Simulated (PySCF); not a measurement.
# GaC at UHF-CCSD

Computed with UHF-CCSD; Ga cc-pVDZ-PP with ECP10, C cc-pVDZ; scalar-relativistic core potentials (PySCF 2.14).

| Property | Result |
| --- | --- |
| state | ⁴Σ⁻ (quartet), unpaired electrons σ ↑, π ↑↑ |
| bond length | 0.2031 nm |
| harmonic wavenumber | 536 cm⁻¹ |
| force constant | 1.73 mdyn/Å |
| rotational constant Be | 0.3999 cm⁻¹ |
| anharmonicity ωexe | 2.77 cm⁻¹ |
| vibration–rotation constant αe | 0.00333 cm⁻¹ |
| well depth De to Ga + C | 2.71 eV |
| dissociation energy D0 | 2.68 eV |

Correlated steps freeze 5 core orbitals. Correlated levels converge slowly with the basis: in double zeta they bind strong bonds too weakly, by up to about 1 eV, and carry superposition errors of some tenths. Spin–orbit coupling is left out. The state is the lowest determinant that a PBE0 search found; another state may lie lower at other levels.
